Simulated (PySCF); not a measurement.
NMR data simulated for an unnamed compound:

1H NMR (400 MHz, computed): δ 7.20 (m, 1H), 5.29 (m, 1H), 5.18 (m, 1H), 3.14 (m, 1H), 3.08 (m, 1H), 2.44 (m, 1H).

13C{1H} NMR (computed): δ 165.1 (CH), 138.8 (C), 118.3 (C), 29.8 (CH), 28.0 (CH2).

[PySCF 2.14.0 with density-fitted response routines: GFN2-xTB structure; NMR shieldings at PBE0/pcSseg-1/GIAO; rapidly exchanging positions averaged; isolated molecule; relativity neglected; a single conformation]

References, each an isolated molecule treated in the same way: 1H (σ = 31.72 ppm), 13C (σ = 186.93 ppm) vs TMS.

Task: Which of these does the molecule contain: a tert-butyl group, a Si–H bond, a CF3 group, a non-aromatic C=C double bond, a benzene ring, an amide?

Result: 
- A tert-butyl group: no.
- A Si–H bond: yes (δH 5.18 (m), 5.29 (m)).
- A CF3 group: yes (δC 138.8).
- A non-aromatic C=C double bond: yes.
- A benzene ring: no.
- An amide: no.

The data belong to SMILES FC([C@@H]1C/C(=C/F)[SiH2]1)(F)F, C5H6F4Si; they needn't prove each group on their own.

Carbon signals by region: 1 in the far downfield region (above 160 ppm), 2 in the sp2 and nitrile region (100–160 ppm), 2 below 50 ppm. Above 160 ppm: 165.1, alkene CH.

Splittings by 19F in the carbon and heteronuclear signals aren't shown, as no couplings were computed. Shifts are as computed. Against solution values, carbons near 30 ppm lie about +3 ppm off and those near 130 ppm about +5 ppm. Of 1309 compounds with measured shifts, 239 miss one by over three times the rms of a fit or turn the order of signals round; such compounds aren't used in these exercises. No couplings were computed; multiplicities are counted from neighbouring protons, with m where these are inequivalent, close in shift, in a saturated or five-membered ring or joined by F or P, and br s for small geminal =CH2 splittings.
